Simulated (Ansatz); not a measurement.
`C#[C][Zr]([Cl])([Cl])[Cl]` + H₂S → `[SH][Zr]([Cl])([Cl])[Cl]` + acetylene at 400 K and 1 bar (ligand exchange at a Zr–C bond).

Isolated molecules relaxed with PBE0-D4/def2-TZVP in Ansatz; ΔE leaves out vibrations. CCSD(T)/CBS adds triple-zeta CCSD(T) − MP2 to the extrapolated MP2 energy (def2 sets, frozen cores). This one scheme is used for every species. Elements past krypton have def2 core potentials. For Zr outer-core shells are correlated without core-valence functions, which leaves a few kJ/mol of doubt a bond. One conformer a species, not always the lowest.

| species | CCSD(T)/CBS energy (Eh) | H − E (kJ/mol) | S (J/(mol·K)) |
| --- | --- | --- | --- |
| `C#[C][Zr]([Cl])([Cl])[Cl]` | -1503.20894 | 96.2 | 443.1 |
| H₂S | -398.97279 | 53.4 | 215.9 |
| `[SH][Zr]([Cl])([Cl])[Cl]` | -1824.98006 | 69.2 | 442.9 |
| `C#C` | -77.22717 | 85.5 | 213.8 |

H − E and S are ideal-gas, rigid-rotor, harmonic terms from PBE0-D4/def2-TZVP, for one conformer and one mirror image of each species. 1 Eh = 2625.50 kJ/mol, R = 8.31446 J/(mol·K).

By hand: ΔE, ΔH, ΔS and ΔG.

ΔE = (-1824.98006) + (-77.22717) − (-1503.20894) − (-398.97279) = -0.02550 Eh = -67.0 kJ/mol. Δ(H − E) = 69.2 + 85.5 − 96.2 − 53.4 = 5.1, so ΔH = -61.9 kJ/mol. ΔS = 442.9 + 213.8 − 443.1 − 215.9 = -2.3 J/(mol·K). ΔG = -61.9 − 400 × (-2.3)/1000 = -61.0 kJ/mol.

By hand: the equilibrium constant, and the temperature at which ΔG would vanish if ΔH and ΔS stayed fixed.

log₁₀ K = −ΔG/(RT ln 10) = 8.0. ΔG = 0 at ΔH/ΔS = 26913 K, far beyond where these terms or the molecules hold.

The number of gas molecules stays the same, so ΔS is small and ΔH decides. A doubt of 5 kJ/mol in ΔE shifts log₁₀ K by 0.7 here. Other conformers and mirror images would add mixing entropy, several J/(mol·K) or more a flexible species. These are equilibria of isolated gas molecules and say nothing of rates. Largest T1 diagnostic: 0.016 (customary marks: 0.02 for closed shells, 0.045 for open ones).
